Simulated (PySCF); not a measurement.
## Dipole moment and polarisability of `C=C(Br)/C(C)=C/CF`

Species: C6H8BrF.
Atom-mapped SMILES: `[CH2:1]=[C:2]([Br:3])/[C:4]([CH3:5])=[CH:6]/[CH2:7][F:8]` (hydrogens: H9, H10 on C1; H11, H12, H13 on C5; H14 on C6; H15, H16 on C7)

Geometry (PBE0-D3(BJ)/def2-SVP, Å), atoms numbered from 1 in this order:
```xyz
16
C6H8BrF angstrom
C     -2.4696    0.4228    0.8519
C     -1.6323   -0.2640    0.0628
Br    -2.3920   -1.6251   -1.0286
C     -0.1791   -0.0457   -0.0205
C      0.3752    1.0490    0.8496
C      0.6135   -0.7850   -0.8163
C      2.0934   -0.6378   -0.9511
F      2.5660   -1.5111   -1.8941
H     -3.5400    0.2164    0.8732
H     -2.0935    1.2144    1.5023
H      0.2196    0.8243    1.9170
H     -0.1181    2.0117    0.6435
H      1.4522    1.1896    0.6942
H      0.1802   -1.5795   -1.4304
H      2.3714    0.3884   -1.2556
H      2.6065   -0.8487    0.0061
```

Level: CAM-B3LYP/def2-SVPD (PySCF), static field, nuclei fixed, core orbitals frozen in the response. The polarisability tensor in these axes (au):

```
x   117.62  -3.68 -12.92
y    -3.68  89.94  22.60
z   -12.92  22.60  88.54
```

Question: Diagonalise the tensor; give its mean and Δα, where Δα² is half the sum of the squared differences of the eigenvalues.

Answer: Principal values 65.71, 103.20 and 127.19 au; mean 98.70 au = 14.63 Å³ = 16.27 × 10⁻⁴⁰ C²·m²/J; Δα = 53.67 au (54 % of the mean).

Question: What is the dipole moment, and where does it point?

Answer: (0.26, 2.34, 2.18) D, 3.21 D in size, pointing from the negative to the positive side. Measured along this direction, the outermost atoms are F8, H14 and Br3 at the negative end and H11 and H12 at the positive end.

Question: Rayleigh depolarisation ratio (linearly polarised light, static tensor)?

Answer: ρ = 3Δα²/(45ᾱ² + 4Δα²) = 8640.4/(438366 + 11520.6) = 0.0192.

Question: Give the eigenvalues of the traceless quadrupole moment Θ = ½Σq(3rr − r²1), origin at the centre of nuclear charge.

Answer: -6.89, -2.11, 9.00 D·Å. The values depend on the origin, since the dipole doesn't vanish. The electronic extent ⟨r²⟩ about the same centre is 1841 bohr², a root-mean-square distance of 2.42 Å for the 88 electrons.

Question: How large is μ²/3kT at 250 K beside α?

Answer: In Gaussian units μ²/3kT = 99.58 Å³ against 14.63 Å³, a ratio of 6.81; the Debye molar polarisation (4π/3)N_A(α + μ²/3kT) is 288.1 cm³/mol, leaving out the vibrational part.

Question: What molar refraction does this α imply?

Answer: Lorentz–Lorenz: R = (4π/3)N_A α = 2.5225 cm³/(mol·Å³) × 14.63 Å³ = 36.9 cm³/mol, in the limit of long wavelengths.

Question: Find the Langevin capture rate constant for H3+ (3.023 u) meeting this molecule (177.979 u), k = 2.342 × 10⁻⁹ cm³/s × √(α in Å³ / reduced mass in u).

Answer: The reduced mass is 2.97 u, so k = 5.19 × 10⁻⁹ cm³/s. The formula leaves out the permanent dipole, which adds to the capture rate.

Geometry: PBE0-D3(BJ)/def2-SVP, one conformer, isolated molecule. The calculation is non-relativistic, for bromine too.
